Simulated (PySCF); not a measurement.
Correlation energy of Cl (chlorine, neutral)

[Ne] 3s2 3p5, 2P determinant. Computed with PySCF 2.14 in def2-SVP (4s3p1d, 18 functions), with the non-relativistic Hamiltonian (point nucleus). Frozen: [Ne]; 7 electrons correlated.

MP2 pair energies summed by pair of shells (mhartree):

```json
{"pair": "3p-3p", "energy": "-71.92", "share (%)": "66.0"}
{"pair": "3s-3p", "energy": "-29.90", "share (%)": "27.4"}
{"pair": "3s-3s", "energy": "-7.12", "share (%)": "6.5"}
```

Total MP2 correlation energy: -108.94 mhartree.

Same-spin part -26.98 and opposite-spin part -81.96 mhartree; SCS-MP2 scales them by 1/3 and 6/5 to -107.34 mhartree.

```csv
level,correlation energy (mhartree)
CCSD,-125.67
(T),-1.03
CCSD(T),-126.70
```

Diagnostics: T1 = 0.0054, D1 = 0.0165, largest double amplitude 0.051.

Problem. Is a single reference adequate?

Solution. Yes: T1 lies below 0.03 and no double amplitude reaches 0.07.
